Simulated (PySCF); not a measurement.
Si(CCH)(H)(OH)2, SMILES C#C[SiH](O)O at its PBE0/def2-SVP optimised geometry (Å):

```
9

Si    -1.7991    -0.7652     0.0000
O     -2.2741     0.8231     0.0000
O     -2.3867    -1.5887    -1.3050
C      0.0441    -0.7652     0.0000
C      1.2618    -0.7520     0.0027
H     -2.3379    -1.4747     1.1767
H     -1.5697     1.4747    -0.0580
H     -2.1239    -1.2805    -2.1773
H      2.3379    -0.7474     0.0073
```

Level of theory: PBE0/def2-TZVP (PySCF 2.14.0). Cells within 0.4 Å of a nucleus heavier than hydrogen are left out (blank, or x).

Map of the deformation density (molecule minus spherical neutral atoms) (e/bohr³) on the plane z = 0.0 Å:

```
|1111111111111111111111111111111|
|1111111111111111111111111111111|
|1111111111111111111111111111111|
|1111111111111111111111111111111|
|1111111111111111111111111111111|
|1111111111111111111111111111111|
|1111111111111111111111111111111|
|1111111111111111111111111111111|
|1111111110001111111111111111111|
|1111111111000111111111111111111|
|1111111125300111111111111111111|
|1111123x26400111111111111111111|
|1111126xx2211111111111111111111|
|1111112xx2111111111111111111111|
|1111111354211111111111111111111|
|1111111233111111122101111111111|
|1111100011012321354113310011111|
|11111000xxx245xxx9xxx7730011111|
|11111000xxx245xxx9xxx7730011111|
|1111100001012321354112310011111|
|1111110000001111122101111111111|
|1111111100001111111111111111111|
|1111111110011111111111111111111|
|1111111111111111111111111111111|
|1111111111111111111111111111111|
|1111111111111111111111111111111|
|1111111111111111111111111111111|
|1111111111111111111111111111111|
|1111111111111111111111111111111|
|1111111111111111111111111111111|
|1111111111111111111111111111111|
```
Scale: ten equal steps from -0.024 (start of '0') to 0.132 (end of '9'), in the order '0123456789'; x runs from -4.50 to 4.50, y from -4.50 (bottom) to 4.50 (top).
